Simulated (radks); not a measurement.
Results of a calculation; reference values are marked as such.
Ag, 47 electrons, occupied as [Kr] 4d9 5s2 (not the ground configuration).

Code: a radial shooting solver on a logarithmic mesh with Libxc functionals. Model: scalar-relativistic Kohn-Sham, BLYP, spin-polarised, spherical densities, finite nucleus; open shells are filled with parallel spins first (spin-orbit coupling, left out, can overturn this in heavy ions); Fermi nuclear charge, rms radius 4.5454 fm.

Energy parts (eV):
total: -144665.801
kinetic: 150293.814
electron-nucleus: -349480.413
Hartree: 58587.249
exchange-correlation: -4066.452

Orbitals (lengths in bohr, moments of r in powers of bohr):
orbital  occ.  eigenvalue (eV)      <r>   <1/r>      <r^4>
1s up       1        -25337.67  0.03111   49.43  4.450e-06
1s down     1        -25337.67  0.03111   49.43  4.450e-06
2s up       1        -3734.556   0.1349   11.23  0.0007914
2s down     1        -3734.368   0.1349   11.23  0.0007913
2p up       3        -3350.667   0.1177   10.85  0.0005673
2p down     3        -3350.523   0.1177   10.85  0.0005672
3s up       1        -687.9170   0.3687   3.943    0.03705
3s down     1        -687.8213   0.3686   3.943    0.03704
3p up       3        -561.8614   0.3677   3.757    0.03966
3p down     3        -561.7524   0.3677   3.757    0.03963
3d up       5        -362.9763   0.3458   3.531    0.03806
3d down     5        -362.8076   0.3458   3.530    0.03802
4s up       1         -99.3748   0.9089   1.519      1.320
4s down     1         -98.6347   0.9086   1.520      1.320
4p up       3         -62.7259   0.9949   1.365      2.038
4p down     3         -61.9702   0.9950   1.366      2.044
4d up       5         -10.8683    1.351   1.005      10.58
4d down     4         -10.1913    1.363  0.9991      11.23
5s up       1          -5.6121    2.952  0.4358      175.2
5s down     1          -5.4413    2.987  0.4300      184.5

The highest occupied level is 5s down at -5.441 eV. The spin density at the nucleus is -0.0127 e/bohr^3 (1s -0.0192, 2s -0.3787, 3s 0.1476, 4s -0.5143, 5s 0.7518). The density falls to 0.001 e/bohr^3 at r = 4.45 bohr. Spin moment in Bohr magnetons: 1.
